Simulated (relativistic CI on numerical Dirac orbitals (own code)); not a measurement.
One change at a time: Os XXII

Base calculation: Dirac-Coulomb-Breit CI, separate exchange-only KLI orbitals for each configuration, QED by a radiative potential, unscaled Slater integrals.

CI space (outside the closed core [Ar] 3d10 4d10): 4s2 4p6 4f9, 4s2 4p6 4f8 5s, 4s2 4p6 4f7 5s2, 4s2 4p5 4f10, 4s2 4p6 4f8 6s, 4s 4p6 4f10, 4p6 4f11. Levels of other configurations are missing.

Variants: (1) only the first configuration. Shifts of the energy above 4s2 4p6 4f9 6H°_15/2, in cm⁻¹, for the lowest level and the first level of each name with at least 55 % of one term (blank where a level changes its place among those of its configuration and J or its character, or is not in the variant):

```csv
Level,Base,Δ(1)
4s2 4p6 4f9 6H°_15/2,0.0,0.0
4s2 4p6 4f9 6H°_13/2,16058.6,-62.4
4s2 4p6 4f9 6H°_9/2,30443.5,+195.0
4s2 4p6 4f9 6H°_5/2,38866.7,+330.9
4s2 4p6 4f9 6F°_5/2,41046.4,+428.6
4s2 4p6 4f9 6F°_1/2,44264.5,+411.7
4s2 4p6 4f9 4M°_21/2,54332.3,+124.0
4s2 4p6 4f9 4G°_11/2,55825.9,+1245.9
4s2 4p6 4f9 4M°_17/2,75022.3,+243.3
4s2 4p6 4f9 4M°_19/2,77228.5,+126.2
4s2 4p6 4f9 4H°_13/2,79349.8,+903.8
4s2 4p6 4f9 4L°_17/2,83985.2,+230.0
4s2 4p6 4f9 4F°_3/2,86735.4,+1669.0
4s2 4p6 4f9 4G°_9/2,89812.2,+1454.4
```

At this charge energies of transitions that change n are usually good to better than 1 %, and those within a shell (Δn = 0) to a few per cent. Terms inside the open d or f shell come out 10 to 20 % too wide with unscaled integrals.

Ionisation energy from the two ground configurations alone: base 595.606 eV. The NIST ASD value (theoretical) is 620 eV. The gap of more than 2 % comes from missing correlation, or from a tabulated value that is itself an estimate.

LS names give the leading component of a level, which can be under half, so a name can repeat, a term be missing and a line seem to break the LS rules.
